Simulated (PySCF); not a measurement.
Sb(Br)(SiH3)2 (BrH6SbSi2), SMILES [Br][Sb]([SiH3])[SiH3].

Coordinates come from a B3LYP-D3(BJ)/def2-SVP optimisation. The def2 effective core potentials stand for the cores of Sb; spin–orbit coupling is left out.

The numbers are results of B3LYP-D3(BJ)/def2-SVP (PySCF 2.14.0), not measurements.

Frequencies are harmonic and unscaled.

```csv
mode,ν (cm⁻¹),IR (km/mol),Raman (Å⁴/amu),depolarisation,moving atoms (share of kinetic energy)
1,72,0.1,3.2,0.75,"Si 52 %, H 22 %, Br 17 %, Sb 8 %"
2,73,0.6,3.8,0.75,"Si 49 %, Br 26 %, H 15 %, Sb 11 %"
3,95,0.0,0.3,0.75,H 96 %
4,99,1.0,3.4,0.51,"Si 47 %, H 23 %, Sb 22 %, Br 8 %"
5,128,0.1,0.7,0.75,"H 83 %, Si 15 %"
6,234,14.1,8.6,0.30,"Br 62 %, Sb 38 %"
7,295,0.9,36.2,0.09,"Si 72 %, Sb 19 %, H 9 %"
8,298,0.2,15.9,0.75,"Si 72 %, Sb 20 %, H 8 %"
9,476,3.2,2.5,0.75,H 91 %
10,502,11.0,13.1,0.75,"H 88 %, Si 10 %"
11,506,2.9,9.3,0.75,"H 90 %, Si 10 %"
12,544,0.2,22.6,0.74,"H 89 %, Si 10 %"
13,844,483.4,5.4,0.75,"H 92 %, Si 8 %"
14,881,260.8,2.1,0.27,"H 91 %, Si 9 %"
15,935,44.3,14.6,0.75,H 97 %
16,940,36.7,34.2,0.72,H 97 %
17,941,2.2,27.0,0.75,H 97 %
18,944,64.9,12.4,0.75,H 97 %
19,2199,57.4,46.4,0.75,H 98 %
20,2203,129.8,443.3,0.07,H 98 %
21,2227,43.7,45.7,0.75,H 97 %
22,2228,71.1,257.5,0.30,H 97 %
23,2237,66.5,23.5,0.75,H 96 %
24,2241,80.6,162.8,0.75,H 96 %
```
